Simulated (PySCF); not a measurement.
## Electron correlation in Sc- (scandium, charge -1)

[Ar] 3d2 4s2, high-spin 3F determinant. Computed with PySCF 2.14 in aug-cc-pwCVTZ-DK with one added diffuse shell each of s, p, d, f, g type (11s10p8d5f4g, 152 functions), with scalar relativity by spin-free X2C-1e. Frozen: [Ar]; 4 electrons correlated.

MP2 pair energies summed by pair of shells (mhartree):

```tsv
pair	energy	share (%)
3d-4s	-10.38	43.8
3d-3d	-6.93	29.2
4s-4s	-6.39	26.9
```

Total MP2 correlation energy: -23.70 mhartree.

Same-spin part -14.15 and opposite-spin part -9.55 mhartree; SCS-MP2 scales them by 1/3 and 6/5 to -16.18 mhartree.

The Hartree-Fock reference does not bind the outermost electron (its level is positive or very diffuse), so these energies belong to a reference that the basis holds together.
